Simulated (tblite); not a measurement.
A geometry optimisation, step by step.

C7H15P.
SMILES with atom numbers: `[CH3:1]/[CH:2]=[CH:3]\[PH:4][C@@H:5]([CH3:6])[CH2:7][CH3:8]` (hydrogens: H9, H10, H11 on C1; H12 on C2; H13 on C3; H14 on P4; H15 on C5; H16, H17, H18 on C6; H19, H20 on C7; H21, H22, H23 on C8)

Computed with GFN2-xTB (tblite), gas phase: L-BFGS steps from a force-field or distance-geometry start until the largest atomic force falls under 0.01 eV/Å. 3 of its 169 geometries are shown.

Step 0: E = -682.4730 eV, largest atomic force 2.501 eV/Å
```
atom  x, y, z in Å  |  force x, y, z in eV/Å
C1      3.332    0.669   -0.043    0.957   0.475  -0.006
C2      2.849   -0.704   -0.333    0.709  -0.485   0.289
C3      1.607   -1.012   -0.630   -1.764   0.441   0.764
P4      0.262    0.244   -0.770    1.125   0.894  -2.047
C5     -1.396   -0.459   -0.309   -0.636   0.417  -0.400
C6     -1.350   -1.888    0.114   -0.847  -1.855   0.186
C7     -2.003    0.466    0.718    0.886   0.399   1.616
C8     -2.158    1.877    0.175   -1.491   0.158  -0.341
H9      4.368    0.764   -0.427   -0.474   0.055   0.236
H10     3.371    0.899    1.042   -0.118  -0.245  -0.528
H11     2.723    1.435   -0.544    0.127  -0.374   0.168
H12     3.544   -1.558   -0.281    0.019   0.715  -0.039
H13     1.332   -2.041   -0.814   -0.150   0.039  -0.198
H14     0.599    1.302    0.166   -0.312  -1.363   0.183
H15    -2.076   -0.415   -1.210    0.797   0.203   0.408
H16    -2.176   -2.082    0.855    0.878   0.050  -0.511
H17    -0.377   -2.187    0.546   -0.681   0.062  -0.108
H18    -1.599   -2.534   -0.777    0.578   0.368   0.943
H19    -2.947    0.064    1.150    0.557   0.235  -0.387
H20    -1.228    0.568    1.545   -1.041  -0.406  -0.348
H21    -2.971    2.399    0.749    0.986  -0.191  -0.498
H22    -1.202    2.402    0.249   -0.512   0.135  -0.191
H23    -2.505    1.817   -0.888    0.407   0.272   0.808
```

Step 84: E = -683.5380 eV, largest atomic force 0.156 eV/Å
```
atom  x, y, z in Å  |  force x, y, z in eV/Å
C1      3.545    0.412   -0.063    0.048   0.025  -0.026
C2      2.850   -0.684   -0.797    0.003   0.011  -0.005
C3      1.526   -0.769   -0.854   -0.095   0.078  -0.096
P4      0.479    0.531   -0.120    0.023  -0.072  -0.023
C5     -1.197   -0.303   -0.128    0.003  -0.055  -0.004
C6     -1.154   -1.714    0.455   -0.026  -0.059   0.030
C7     -2.193    0.574    0.643    0.012  -0.013   0.015
C8     -2.546    1.873   -0.072    0.005  -0.023  -0.009
H9      4.577    0.509   -0.382    0.091  -0.020   0.005
H10     3.526    0.224    1.011    0.019  -0.011   0.013
H11     3.031    1.357   -0.241   -0.056   0.013   0.043
H12     3.476   -1.428   -1.277   -0.048  -0.011   0.033
H13     1.047   -1.552   -1.430   -0.021   0.052   0.017
H14     0.775    0.178    1.208   -0.002   0.056   0.024
H15    -1.511   -0.360   -1.179   -0.045   0.020   0.009
H16    -2.165   -2.100    0.578   -0.018  -0.012  -0.020
H17    -0.670   -1.723    1.432   -0.021   0.054   0.012
H18    -0.614   -2.401   -0.193    0.021   0.018   0.006
H19    -3.108    0.001    0.811   -0.016   0.003   0.014
H20    -1.774    0.811    1.625    0.050  -0.032   0.010
H21    -3.079    2.539    0.605    0.024  -0.018  -0.063
H22    -1.643    2.375   -0.417   -0.005  -0.002   0.032
H23    -3.183    1.678   -0.933    0.054  -0.002  -0.016
```

Step 168: E = -683.6167 eV, largest atomic force 0.010 eV/Å
```
atom  x, y, z in Å  |  force x, y, z in eV/Å
C1      3.619    0.159   -0.009   -0.004   0.005  -0.001
C2      2.744   -0.618   -0.931    0.001  -0.001   0.000
C3      1.424   -0.501   -1.001    0.005   0.001   0.000
P4      0.425    0.699   -0.068    0.002  -0.002   0.000
C5     -1.178   -0.274   -0.038    0.003  -0.004  -0.002
C6     -1.017   -1.615    0.670    0.005  -0.005   0.001
C7     -2.287    0.558    0.610    0.004   0.000   0.003
C8     -2.611    1.817   -0.182    0.000   0.001  -0.002
H9      4.489    0.538   -0.542   -0.009  -0.004   0.001
H10     3.977   -0.478    0.801    0.007   0.001   0.002
H11     3.072    0.998    0.418   -0.002  -0.001   0.003
H12     3.253   -1.338   -1.562   -0.008   0.000   0.000
H13     0.868   -1.077   -1.734    0.001   0.002   0.003
H14     0.833    0.291    1.211    0.002   0.000  -0.001
H15    -1.444   -0.449   -1.090   -0.002   0.003  -0.006
H16    -1.936   -2.196    0.596    0.004   0.003   0.001
H17    -0.795   -1.461    1.726   -0.008   0.000  -0.003
H18    -0.206   -2.196    0.234   -0.003   0.002  -0.003
H19    -3.187   -0.059    0.695    0.004  -0.002   0.000
H20    -1.980    0.834    1.623    0.001   0.004   0.005
H21    -3.401    2.382    0.306    0.004   0.006  -0.002
H22    -1.728    2.450   -0.261   -0.001  -0.004   0.001
H23    -2.938    1.562   -1.188   -0.006  -0.005  -0.001
```

**Question.** Summarise the path.

**Answer.** The energy falls by 1.1437 eV from step 0 to step 168; nine tenths of that is first reached at step 71. It falls at every step. The largest force goes from 2.501 to 0.010 eV/Å. Among the bonds P4–H14 changes most, from 1.452 to 1.403 Å; the atoms move by 0.942 Å rms after alignment.

**Question.** Follow the three bonds and two angles with the largest change from start to end.

**Answer.** 
```csv
step,E above end (eV),largest force (eV/Å),P4–H14 (Å),C7–H20 (Å),C6–H18 (Å),C3–P4–C5 (°),C5–P4–H14 (°)
0,1.1437,2.501,1.452,1.138,1.128,111.9,108.8
7,0.3639,0.373,1.393,1.097,1.093,105.6,96.8
15,0.3026,0.175,1.396,1.093,1.090,105.1,93.7
22,0.2453,0.210,1.405,1.093,1.092,104.4,94.8
29,0.1998,0.146,1.402,1.095,1.090,103.5,94.0
37,0.1747,0.082,1.400,1.094,1.087,102.8,94.0
44,0.1655,0.070,1.399,1.095,1.087,102.9,94.7
51,0.1550,0.107,1.397,1.094,1.088,103.6,95.2
58,0.1423,0.083,1.403,1.093,1.088,104.6,94.5
66,0.1303,0.100,1.408,1.095,1.087,104.3,94.4
73,0.1046,0.175,1.403,1.095,1.087,102.2,94.9
80,0.0872,0.117,1.408,1.094,1.087,101.8,94.9
88,0.0689,0.124,1.406,1.094,1.087,101.6,94.8
95,0.0466,0.128,1.409,1.095,1.091,100.3,94.6
102,0.0302,0.132,1.408,1.094,1.089,98.9,94.5
110,0.0153,0.080,1.405,1.093,1.090,98.4,95.5
117,0.0100,0.055,1.403,1.094,1.090,98.2,95.7
124,0.0078,0.035,1.403,1.093,1.088,98.3,95.0
131,0.0064,0.037,1.403,1.094,1.088,98.1,94.9
139,0.0043,0.047,1.404,1.095,1.089,97.8,94.9
146,0.0020,0.044,1.403,1.094,1.088,97.7,94.7
153,0.0007,0.020,1.403,1.094,1.088,97.8,94.8
161,0.0002,0.011,1.403,1.094,1.089,97.8,94.8
168,0.0000,0.010,1.403,1.093,1.089,97.8,94.7
```

The cost below is that of the whole relaxation. Hardware: one thread, Arm Neoverse N1 (aarch64), shared host with 64 logical CPUs at a one-minute load of 50. Cost: 2.3 s wall.
